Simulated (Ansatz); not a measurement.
Pulling on the B1–F2 bond in BFGeH4 (SMILES F[BH][GeH3]) (multiplicity 1 held, fragments rigid). Energies count from the point at 1.323 Å.
Geometry at that point (charge 0, multiplicity 1):
```csv
atom,x (Å),y (Å),z (Å)
B,0.4677,-1.2689,-0.2311
F,-0.4225,-2.1999,0.0709
Ge,0.0062,0.7478,0.0285
H,0.1364,1.4887,-1.3174
H,-1.4107,0.9837,0.5799
H,1.0201,1.3934,0.9941
H,1.5216,-1.6520,-0.6498
```

Signs of static correlation in cc-pVTZ, from Ansatz (a program for electronic structure) runs.

```json
[
 {"R (Å)": "1.058", "T1 of restricted CCSD": "0.011", "⟨S²⟩ of UHF": "0.000", "largest double amplitude of restricted CCSD": "0.026"},
 {"R (Å)": "1.191", "T1 of restricted CCSD": "0.012", "⟨S²⟩ of UHF": "0.000", "largest double amplitude of restricted CCSD": "0.027"},
 {"R (Å)": "1.323", "T1 of restricted CCSD": "0.014", "⟨S²⟩ of UHF": "0.000", "largest double amplitude of restricted CCSD": "0.027"},
 {"R (Å)": "1.455", "T1 of restricted CCSD": "0.015", "⟨S²⟩ of UHF": "0.000", "largest double amplitude of restricted CCSD": "0.027"},
 {"R (Å)": "1.588", "T1 of restricted CCSD": "0.017", "⟨S²⟩ of UHF": "0.000", "largest double amplitude of restricted CCSD": "0.028"},
 {"R (Å)": "1.786", "T1 of restricted CCSD": "0.019", "⟨S²⟩ of UHF": "0.000", "largest double amplitude of restricted CCSD": "0.029"},
 {"R (Å)": "1.985", "T1 of restricted CCSD": "0.022", "⟨S²⟩ of UHF": "0.000", "largest double amplitude of restricted CCSD": "0.036"},
 {"R (Å)": "2.315", "T1 of restricted CCSD": "(withheld)", "⟨S²⟩ of UHF": "0.632", "largest double amplitude of restricted CCSD": "0.104"},
 {"R (Å)": "2.646", "T1 of restricted CCSD": "0.047", "⟨S²⟩ of UHF": "0.893", "largest double amplitude of restricted CCSD": "0.165"},
 {"R (Å)": "3.043", "T1 of restricted CCSD": "(withheld)", "⟨S²⟩ of UHF": "0.977", "largest double amplitude of restricted CCSD": "0.273"},
 {"R (Å)": "3.572", "T1 of restricted CCSD": "0.148", "⟨S²⟩ of UHF": "1.004", "largest double amplitude of restricted CCSD": "0.594"},
 {"R (Å)": "4.234", "T1 of restricted CCSD": "0.244", "⟨S²⟩ of UHF": "1.009", "largest double amplitude of restricted CCSD": "1.325"}
]
```

Question: Some entries are withheld; supply them.

Answer: 
- 2.315, T1 of restricted CCSD: 0.031
- 3.043, T1 of restricted CCSD: 0.080

Doubts at one or more of the structures used: a restricted determinant that unrestricted orbitals would lower (R-CCSD(T)/cc-pVTZ); T1 above 0.05 (R-CCSD(T)/cc-pVTZ, U-CCSD(T)/cc-pVTZ); other coupled-cluster roots lie near (R-CCSD(T)/cc-pVTZ); a spin-contaminated determinant (U-CCSD(T)/cc-pVTZ); the program's own flag: other amplitudes (U-CCSD(T)/cc-pVTZ).
